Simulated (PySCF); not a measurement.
**How methods differ on the excitation energy of Au**

Au [Xe] 4f14 5d10 6s1 (2S) → Au [Xe] 4f14 5d9 6s2 (2D), as a difference of total energies. Calculation: PySCF 2.14, in x2c-TZVPPall; the spin-free X2C one-electron Hamiltonian (Gaussian nucleus). Correlated levels: valence and next inner shell: [Kr] 4d10 4f14 frozen. The calculations carry no spin-orbit coupling.

```tsv
method	excitation energy (eV)	error (eV)
UHF	1.734	-0.011
MP2 (valence and next inner shell)	1.810	+0.065
SCS-MP2 (valence and next inner shell)	1.681	-0.064
CCSD (valence and next inner shell)	1.659	-0.086
CCSD(T) (valence and next inner shell)	1.643	-0.102
```

Reference: 1.745 eV (measured; NIST levels, between the centres of gravity of the two terms).

Errors of the correlated levels include the incompleteness of this basis and the frozen core.
